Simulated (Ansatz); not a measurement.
ClCu (SMILES [Cl][Cu]), singlet, geometry from GFN2-xTB (such geometries of metal compounds can be far from the true shape); Ansatz (a program for electronic structure) with CAM-B3LYP/6-31G**.

Here is a job for Ansatz.
Ansatz 0.2 input:
```yaml
crystal:
  periodic: [false, false, false]
  atoms:
    - {symbol: Cu, position_ang: [-0.00000000, -0.00000000, -0.75781346]}
    - {symbol: Cl, position_ang: [0.00000000, 0.00000000, 1.29274060]}
basis:
  gaussian:
    orbitals: 6-31G__.json
hamiltonian:
  xc: cam_b3lyp
scf: {lower_state_search: light}
```
The basis file holds 6-31G** in the JSON format of the Basis Set Exchange.

The log (banner, timings and long lists left out):

```
Functional definition: CAM-B3LYP
492 factors; integrals over basis functions are off by at most 9.2e-4 eV
101 factors; integrals over basis functions are off by at most 2.0e-4 eV
mean field evaluation 1: about -57154.2724 eV, gradient 5.2e1 eV
mean field evaluation 2: about -57073.7101 eV, gradient 2.5e2 eV
mean field evaluation 4: about -57157.3679 eV, gradient 7.5e0 eV
mean field evaluation 8: about -57157.5489 eV, gradient 1.6e-1 eV
mean field evaluation 16: about -57157.5752 eV, gradient 3.3e-4 eV
mean field -57157.57524364 eV, -2100.5021474078 hartree, gradient 1.0e-5 eV, S^2 0.000000; 0 other end points of the search recorded, 0 dependent functions left out
reference -57157.57533419 eV, -2100.5021507354 hartree; 23, 23 occupied and 32, 32 virtual orbitals, 492 factors
Total energy: -57157.57533419 eV, -2100.5021507354 hartree
```
